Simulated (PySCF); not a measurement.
# Spin states of CdTe⁻

Unrestricted PBE0; PySCF, scalar-relativistic core potentials, basis sets Cd def2-SVPD with ECP28, Te def2-SVPD with ECP28. Outer shells of the fragments: Cd 4d10 5s2; Te− 4d10 5s2 5p5.

Followed along the bond (rough minima from three points):

```json
{"2Ms+1": "2", "unpaired": "σ ↑", "⟨S²⟩ at the start": "0.76", "R at minimum (Å)": "2.69", "Te (eV)": "0.00"}
{"2Ms+1": "2", "unpaired": "π ↑", "⟨S²⟩ at the start": "0.75", "R at minimum (Å)": "3.25", "Te (eV)": "0.53"}
```

Solutions found at the starting distance of 2.820 Å, counted from the lowest of them; the search is not exhaustive and high or unbound solutions are not listed, so other states can lie among these:

| 2Ms+1 | unpaired | term | E (eV) | ⟨S²⟩ | ⟨Lz²⟩ | μ (D) |
| --- | --- | --- | --- | --- | --- | --- |
| 2 | σ ↑ | ²Σ⁺ | 0.00 | 0.76 | 0.00 | -3.38 |
| 2 | π ↑ | ²Π | 0.65 | 0.75 | 1.01 | 0.80 |

A term symbol is given only where ⟨S²⟩ and ⟨Lz²⟩ are close to those of a pure state; real π, δ and φ orbitals otherwise mix terms. A positive dipole points towards Te; it is taken about the centre of mass and depends on that origin.

Question: Compare the gap between the two lowest followed solutions at the starting distance with the gap between their minima.

Answer: At PBE0 the second solution (doublet, unpaired electrons π ↑) lies +0.65 eV from the first (doublet, unpaired electrons σ ↑) at 2.820 Å and +0.53 eV at the minima; the two curves relax by different amounts, since their minima lie near 3.25 and 2.69 Å.

Spin–orbit coupling is left out.
